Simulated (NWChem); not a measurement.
Total energies of N-methylmethanimine (C2H5N)

```
N
C 1 1.2642
H 2 1.1005 1 119.76
H 2 1.1112 3 116.64 1 180.00
C 1 1.4441 2 118.78 3 180.00
H 5 1.1032 1 109.26 2 122.08
H 5 1.1032 6 106.23 1 -117.75
H 5 1.1102 6 108.73 7 -116.87
```
Charge 0, spin multiplicity 1.

All runs are NWChem calculations. Structure: optimised with B3LYP/def2-SVP, a minimum by its harmonic frequencies.

Basis set: cc-pVTZ (160 functions).

```tsv
method	total energy (Ha)	relative cost
RHF	-133.10964	1
MP2	-133.65449	under 3
B2PLYP	-133.86853	under 3
PBE	-133.81035	under 3
B3LYP	-133.99451	under 3
LC-wPBE (omega 0.3 per bohr)	-133.86731	10
```

Total energies of different functionals aren't comparable as a measure of quality: only differences taken within one method are. Relative cost: rough, from shared machines, SCF included, RHF = 1.

The correlated methods keep 3 core orbitals frozen. B3LYP has NWChem's definition, with VWN1-RPA local correlation. GW and range-separated runs recompute their integrals, the others keep them in memory, which bears on the times.
